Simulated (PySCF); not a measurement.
Constitutional and geometric isomers with formula C3H3F. Isolated molecules, 0 K electronic values unless said otherwise. Strings in code marks are SMILES.

Quantity: vertical ionisation energy (energy after one electron is removed minus that of the parent at the parent's geometry), in eV.

A: `C#CCF`
B: `CC#CF`
C: `C=C=CF`

Question: Rank these by vertical ionisation energy (energy after one electron is removed minus that of the parent at the parent's geometry) (lowest first), as ωB97X-D3(BJ)/def2-TZVP // PBE0-D3(BJ)/def2-TZVP (PySCF) gives it.

Answer: C (9.94 eV), B (10.31 eV), A (10.86 eV)
